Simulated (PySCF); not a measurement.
**Working out the ionisation energy of Zr**

Zr [Kr] 4d2 5s2 (3F) → Zr⁺ [Kr] 4d2 5s1 (4F). All numbers are calculated (PySCF 2.14, no relativity, point nucleus, in dyall-av2z (22s15p11d2f, 136 functions)). Frozen: [Kr]; the 51 highest virtual orbitals dropped. Energies in hartree (1 hartree = 27.21139 eV):

| part | Zr (lower) | Zr⁺ (upper) |
| --- | --- | --- |
| UHF | -3538.993761 | -3538.807486 |
| MP2 opposite-spin | -0.030900 | 0.000000 |
| MP2 same-spin | -0.010036 | -0.010274 |

What does Hartree-Fock give?

(-3538.807486) − (-3538.993761) = 0.186275 hartree = 5.069 eV.

What do MP2 and SCS-MP2 (6/5 opposite-spin, 1/3 same-spin) give?

The opposite-spin parts differ by 0.841 eV and the same-spin parts by -0.006 eV. MP2: 5.069 + (0.841) + (-0.006) = 5.904 eV. SCS-MP2: 5.069 + 1.2 × (0.841) + (-0.006)/3 = 6.076 eV.

Measured between the centres of the two terms (NIST): 6.639 eV, so MP2 (valence) is off by -0.735 eV.

The calculation is non-relativistic.

A double-zeta basis recovers only part of the correlation energy.

What remains against the reference includes basis incompleteness, the frozen core and correlation beyond second order.
